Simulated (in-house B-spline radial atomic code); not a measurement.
**Ionising As VII (As6+) with different functionals**

Computed with an all-electron radial atomic-structure program (B-spline basis): non-relativistic Hamiltonian, point nucleus, spin-polarised at highest spin, spherical fractional occupations for the functionals, and exact exchange of hybrids averaged over the configuration. The ionisation energy is the difference of two self-consistent energies, [Ar] 3d9 → [Ar] 3d8, without Breit or QED terms; ε is the level of the shell that loses the electron (its least bound occupied spin orbital). There is no spin-orbit coupling in this Hamiltonian.

```
   method                    rung  ΔSCF (eV)  -ε(3d) (eV)
     PBE0           global hybrid     151.30       140.91
    B3LYP           global hybrid     151.45       140.12
    TPSSh           global hybrid     151.25       138.09
   M06-2X           global hybrid     151.03       145.99
BHandHLYP           global hybrid     151.04       145.32
  r2SCAN0           global hybrid     151.57       141.30
    B97-1           global hybrid     151.33       140.18
    HSE06  range-separated hybrid     151.23       140.42
    wB97X  range-separated hybrid     150.98       142.64
CAM-B3LYP  range-separated hybrid     151.38       142.13
  LC-wPBE  range-separated hybrid     151.40       142.19
```

Task: Among the functionals, which spreads more, the ΔSCF values or the orbital energies?

Result: The orbital energies: ΔSCF values span about 0.59 eV and the orbital energies 7.90 eV; here energy differences depend much less on the functional than eigenvalues do.

Task: How do they compare with the NIST value?

Result: NIST lists 147 eV ± 2 (tabulated theory, ground level to ground level). Errors run from +3.98 to +4.57 eV. The correlated functionals all miss on the same side by more than they spread, so the cause is common to them (relativity, Breit-QED terms, multiplet and fine-structure energies, or a listed next ion that isn't the cheapest removal here) and closeness doesn't rank the functionals.
